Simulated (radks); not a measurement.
Results of a calculation; reference values are marked as such.
Problem. These are the eigenvalues of the occupied orbitals of an atom or ion with whole-number occupations (hartree). Level of theory: scalar-relativistic Kohn-Sham, PBE, spin-polarised, spherical densities, point nucleus (a radial shooting solver on a logarithmic mesh with Libxc functionals).

1s up: -1263.998
1s down: -1263.995
2s up: -197.3835
2s down: -197.3820
2p up: -177.1866
2p down: -177.1839
3s up: -41.00056
3s down: -40.99782
3p up: -34.47840
3p down: -34.47527
3d up: -24.80939
3d down: -24.80638
4s up: -8.04200
4s down: -8.03553
4p up: -5.97643
4p down: -5.96976
4d up: -2.96612
4d down: -2.95613
5s up: -1.46972
5s down: -1.41096
5p up: -1.00487
5p down: -0.94394

Which element is it, and in what charge state? The configuration may be excited. Open shells, if any, are filled with parallel spins first.

Solution. Z = 54, xenon, charge +2: Xe2+ in [Kr] 4d10 5s2 5p4. The list shows which subshells hold electrons but not how many an open one holds; the 1s level, -1264 hartree, gives Z - s = 50.3 by -(Z - s)^2/2, which with screening and relativity narrows Z to a few neighbours, and the depths of the outer levels then fix element, charge and occupations together.
